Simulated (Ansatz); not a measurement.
Geometry optimisation, Ansatz 0.2.0, RKS PBE/def2-SVP.

input.yaml

```yaml
crystal:
  periodic: [false, false, false]
  atoms:
    - { symbol: Ta, position_ang: [-0.436207, -0.368224, 0.198352] }
    - { symbol: O, position_ang: [2.748847, 0.015076, 0.13004] }
    - { symbol: H, position_ang: [2.969978, 0.211489, 1.060151] }
    - { symbol: "N", position_ang: [-0.340813, -0.145203, 2.193492] }
    - { symbol: H, position_ang: [-0.50231, -0.873941, 2.899571] }
    - { symbol: H, position_ang: [0.059702, 0.674604, 2.666263] }
    - { symbol: F, position_ang: [-0.147424, -0.64978, -1.677165] }
    - { symbol: F, position_ang: [-0.092935, 1.475763, 0.03759] }
    - { symbol: F, position_ang: [-2.097686, -1.236084, 0.20165] }
    - { symbol: H, position_ang: [0.80428, -1.647396, 0.388817] }
    - { symbol: H, position_ang: [2.515268, -0.948906, 0.165138] }
basis:
  gaussian: { orbitals: def2-SVP }
hamiltonian:
  xc: pbe
relax:
  f_tol: 0.03
  max_steps: 50
output:
  orbitals: {}
```

Launched with:

```bash
$ ansatz run input.yaml --threads 4 --pin off --max-ram 5120MiB --backend cpu --events-out ev --progress --plain --runs-dir out
```

Question: Where does it end, and by what steps?

Answer: It converged. After 37 steps the energy has fallen by 0.761 eV; H3 moved furthest, 2.58 Å. Joined: Ta1–O2 (3.21 → 2.33 Å).

```tsv
step	energy less start (eV)	largest force component (eV/Å)	accepted
0	0.0000	0.537	yes
2	-0.1348	1.601	yes
4	-0.3257	0.935	yes
6	-0.3801	0.842	yes
8	-0.4215	0.496	yes
10	-0.4385	0.184	yes
12	-0.4501	0.168	yes
14	-0.4590	0.347	yes
16	-0.4656	0.290	yes
18	-0.4749	0.103	yes
20	-0.4771	0.030	yes
22	-0.4791	0.051	yes
24	-0.4873	0.329	yes
26	-0.5370	0.580	yes
28	-0.6408	0.347	yes
30	-0.6885	1.024	yes
32	-0.7472	0.310	yes
34	-0.7580	0.142	yes
36	-0.7611	0.050	yes
37	-0.7612	0.012	yes
```

```xyz
11
Properties=species:S:1:pos:R:3
Ta 0.273 -0.295 0.771
O 2.059 -0.721 -0.665
H 2.143 -0.042 -1.366
N -1.058 -0.077 2.211
H -1.907 -0.645 2.308
H -1.007 0.630 2.952
F 0.039 0.725 -0.861
F 1.293 1.101 1.580
F -0.720 -1.778 0.122
H 1.420 -1.460 1.528
H 2.946 -0.931 -0.316
```

Whether the end is a true minimum wasn't checked by a vibrational analysis.

Time of the run: 36 s on 4 threads of Intel(R) Xeon(R) 6975P-C (Granite Rapids), with other jobs on the host, peak memory 0.19 GiB.
